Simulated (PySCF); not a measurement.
**Levels of Sc¹⁸⁺ from EOM-EA-GCCSD**

Reference: closed-shell Sc¹⁹⁺, 1s2; one electron is added. Calculated with PySCF 2.14, two-component X2C-1e with screened spin-orbit coupling, an even-tempered Gaussian basis (17 s from 1.9 bohr⁻², ratio 2.6; 11 p from 2.4 bohr⁻², ratio 2.6; 6 d from 2.5 bohr⁻², ratio 2.8; 3 f from 120 bohr⁻², ratio 2.8); frozen nothing; the 34 highest virtual spinors dropped; of the others 52 kept and the rest restored at second order. No Breit or QED terms. Binding energies in eV.

```tsv
level	Koopmans	second order	EOM-CCSD
2s1/2	1288.0	1288.2	1288.2
2p1/2	1250.2	1250.5	1250.5
2p3/2	1243.4	1243.7	1243.7
```

Electric-dipole lines between these computed levels:

| lower | upper | ΔE (eV) | vacuum wavelength (nm) |
| --- | --- | --- | --- |
| 2s1/2 | 2p1/2 | 37.729 | 32.86 |
| 2s1/2 | 2p3/2 | 44.503 | 27.86 |

For comparison, the ionisation energy of Sc¹⁸⁺ is 1288.0 eV (theoretical estimate listed by NIST; NIST Atomic Spectra Database, ionization energies).

Only part of the computed levels is shown.

The screened spin-orbit operator tends to give fine-structure splittings of light species too large.
